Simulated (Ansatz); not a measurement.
`O=C=N[SiH](N=C=O)N=C=O`, relaxed with RKS PBE0-D4/def2-TZVP in the Gaussian-basis code of Ansatz from a PBE-D4/def2-SVP geometry. The force threshold is 0.005 eV/Å; the program also tests the step.

Total charge 0; spin multiplicity 1.

Start:

```xyz
11

O    -1.864    0.192    3.439
C    -1.166    0.028    2.503
N    -0.445   -0.143    1.545
Si    0.556   -0.375    0.174
N     1.043    1.156   -0.423
C     1.376    2.240   -0.849
O     1.704    3.294   -1.262
N    -0.344   -1.183   -1.040
C    -0.991   -1.741   -1.898
O    -1.618   -2.288   -2.733
H     1.749   -1.180    0.545
```

Q: How much energy does the relaxation release, and in how many steps? (An estimate is asked.)

A: Computed: 3.18 kcal/mol, in 4 steps.

Q: Which bonds change most? (An estimate is asked.)

A: The calculation gave: N3–Si4 from 1.714 to 1.687 Å; Si4–N8 from 1.714 to 1.687 Å; Si4–N5 from 1.714 to 1.687 Å; Si4–H11 from 1.486 to 1.467 Å.

Q: Give the relaxed structure. (Best estimate.)

A: The calculation gave: 
```xyz
11

O    -1.834    0.187    3.391
C    -1.148    0.027    2.467
N    -0.440   -0.140    1.522
Si    0.543   -0.366    0.170
N     1.027    1.140   -0.417
C     1.357    2.207   -0.836
O     1.683    3.245   -1.243
N    -0.340   -1.165   -1.025
C    -0.976   -1.717   -1.870
O    -1.592   -2.258   -2.693
H     1.720   -1.161    0.536
```
